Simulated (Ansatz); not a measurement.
System: iodine monochloride, ICl, net charge 0, singlet state. 
Coordinates optimised at B3LYP-D3(BJ)/def2-TZVP (Ansatz, a first-principles code):
SMILES: ClI
```xyz
2

Cl     0.0000     0.0000    -1.7753
I      0.0000     0.0000     0.5694
```
Charge 0, spin multiplicity 1.

**Question.** Give the harmonic wavenumbers at B3LYP-D3(BJ)/def2-TZVP (Ansatz, finite differences of forces, unscaled).

**Answer.** 375 cm⁻¹. Zero-point energy 0.5 kcal/mol.

**Question.** From these and the geometry, give the ideal-gas thermochemistry at 298.15 K and 1 atm (rigid rotor, harmonic oscillator).

**Answer.** Point group C∞v, rotational symmetry number 1. Rotational constants 3.317, 3.317 GHz. S(trans) 41.16, S(rot) 16.96, S(vib) 1.06, S(elec, spin only) 0.00, S 59.2 cal/(mol K). H(298) - H(0) 2.28 kcal/mol; G - E(el) -14.8 kcal/mol. Tabulated S at 1 bar: 59.2 cal/(mol K) (CRC Handbook, as tabulated in the package chemicals).
